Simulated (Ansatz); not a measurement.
Reaction (substitution at a C–Si bond): `C[Si](C)(O)O` + `OC(O)[SeH]` → `C[Se]C(O)O` + `C[SiH](O)O`

Calculated with Ansatz (gas phase, PBE0-D4/def2-TZVP geometries, no zero-point term in ΔE). CCSD(T)/CBS adds triple-zeta CCSD(T) − MP2 to the extrapolated MP2 energy (def2 sets, frozen cores). Functionals use def2-TZVPP. HSE06 is defined as in plane-wave codes. For Se outer-core shells are correlated without core-valence functions, which leaves a few kJ/mol of doubt a bond. Scalar relativity is left out up to krypton. One conformer a species, not always the lowest.

`C[Si](C)(O)O`:

```xyz
13

C    -0.459   -1.367   -0.702
Si   -0.258    0.287    0.137
C     1.510    0.842    0.150
O    -0.881    0.194    1.667
O    -1.091    1.473   -0.640
H    -1.508   -1.676   -0.728
H    -0.101   -1.319   -1.733
H     0.110   -2.150   -0.192
H     1.608    1.782    0.696
H     1.877    1.001   -0.867
H     2.154    0.100    0.630
H    -0.924   -0.672    2.073
H    -2.036    1.506   -0.489
```

`OC(O)[SeH]`:

Z-matrix (Å, degrees):
```
C
O 1 1.373
Se 1 2.016 2 112.5
O 1 1.373 2 105.2 3 -122.9
H 1 1.101 2 112.3 3 114.7
H 2 0.961 1 108.2 3 -50.9
H 3 1.468 1 92.4 2 -59.4
H 4 0.961 1 108.3 2 174.4
```

`C[Se]C(O)O`:

Cartesian coordinates in Å:
```
C -0.548 -0.556 1.739
Se -1.116 0.763 0.434
C 0.013 0.198 -1.078
O 1.277 -0.097 -0.576
O 0.026 1.205 -2.027
H -1.067 -0.312 2.666
H -0.833 -1.557 1.418
H 0.527 -0.490 1.883
H -0.442 -0.668 -1.566
H 1.793 -0.487 -1.291
H 0.370 2.000 -1.603
```

`C[SiH](O)O`:

Cartesian coordinates in Å:
```
C -0.172 -1.051 -0.840
Si -0.105 0.182 0.540
O 1.498 0.470 0.786
O -0.938 1.562 0.204
H 0.321 -0.663 -1.736
H 0.337 -1.974 -0.555
H -1.206 -1.293 -1.095
H -0.749 -0.305 1.785
H 1.733 1.045 1.516
H -0.719 2.027 -0.605
```

Task: Is it downhill or uphill in electronic energy at CCSD(T)/CBS, and by how much? (An estimate is asked.)

Result: Computed: Uphill: ΔE = +0.33 eV.

Task: What do these levels give: PBE-D4, PBE0-D4, r2SCANh-D4, HSE06-D4, B2PLYP, r2SCAN0, HSE06, HF/def2-SVP, MP2/def2-SVP, CCSD(T)/def2-TZVPP, SCS-MP2/def2-QZVPP, MP2/CBS(def2)? (Best estimate.)

Result: Ansatz gave: PBE-D4 0.38, PBE0-D4 0.39, r2SCANh-D4 0.43, HSE06-D4 0.39, B2PLYP 0.32, r2SCAN0 0.41, HSE06 0.38, HF/def2-SVP 0.32, MP2/def2-SVP 0.34, CCSD(T)/def2-TZVPP 0.31, SCS-MP2/def2-QZVPP 0.28, MP2/CBS(def2) 0.31 eV.

Largest T1 diagnostic among the species: 0.011.

Leaving LDA and LC-ωPBE aside and taking each functional with its dispersion term where it has one, the values, not all of them listed here, spread over 0.11 eV, from B2PLYP to r2SCAN-D4. LDA lies +0.06 eV from PBE without D4.
